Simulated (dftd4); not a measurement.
H3Ga (SMILES [GaH3]), singlet, geometry from GFN2-xTB (such geometries of metal compounds can be far from the true shape); dftd4 with D4 for pbe.

The dftd4 input:
```
$ dftd4 mol.xyz --func pbe --charge 0 --json dftd4.json --noedisp --property

# file mol.xyz
4

Ga     0.00000000    -0.00000000     0.00000000
H      0.66218224    -0.42756453     1.35383279
H     -0.30059287     1.51137788    -0.28202977
H     -0.36158937    -1.08381336    -1.07180302
```

The log (banner, timings and long lists left out):

```
                    ____  _____ _____     ____  _  _
      -------------|  _ \|  ___|_   _|---|  _ \| || |------------
     |             | | | | |_    | | ___ | | | | || |_           |
     |             | |_| |  _|   | ||___|| |_| |__   _|          |
     |             |____/|_|     |_|     |____/   |_|            |
     |             ===================================           |
     |            E. Caldeweyher, S. Ehlert & S. Grimme          |
     |          Mulliken Center for Theoretical Chemistry        |
     |                    University of Bonn                     |
      -----------------------------------------------------------

Rational (Becke-Johnson) damping: pbe-D4-ATM
---------------------
  s6         1.0000
  s8         0.9595
  s9         1.0000
  a1         0.3857
  a2         4.8069
 alp        16.0000
--------------------

Atomic data, radii in Ångström:
------------------------------------------------------
   Z          R(cov)      r4/r2   hardness         EN
------------------------------------------------------
  31 Ga       1.4933     3.2394     0.3076     1.8100
   1 H        0.4267     1.0622     0.4726     2.2000
------------------------------------------------------

Atomic reference systems (in atomic units):
----------------------------------------------------------------------------
   Z        #      CN     q+Z       C6(AA)   #      CN     q+Z       C6(AA)
----------------------------------------------------------------------------
  31 Ga     1  0.0000 31.0000     493.8971   2  0.8882 31.0287     423.7069
            3  1.7872 31.0451     253.8416
   1 H      1  0.0000  1.0000       7.6362   2  0.8942  1.0000       3.0374
----------------------------------------------------------------------------

Atomic properties (in atomic units):
----------------------------------------------------------------------------
     #    Z              CN          q      C6(AA)        C8(AA)   alpha(0)
----------------------------------------------------------------------------
     1   31 Ga       2.7032     0.0546    253.5556    28504.2556    34.8703
     2    1 H        0.9011    -0.0182      3.4004       41.1052     2.8851
     3    1 H        0.9011    -0.0182      3.4004       41.1052     2.8851
     4    1 H        0.9011    -0.0182      3.4004       41.1052     2.8851
----------------------------------------------------------------------------

Molecular properties (in atomic units):
----------------------------------------
 molecular C6                 453.9159
 molecular C8               35132.1031
----------------------------------------

Dispersion energy:      -1.2605367723242E-03 Eh

[Info] JSON dump of results written to 'dftd4.json'
```
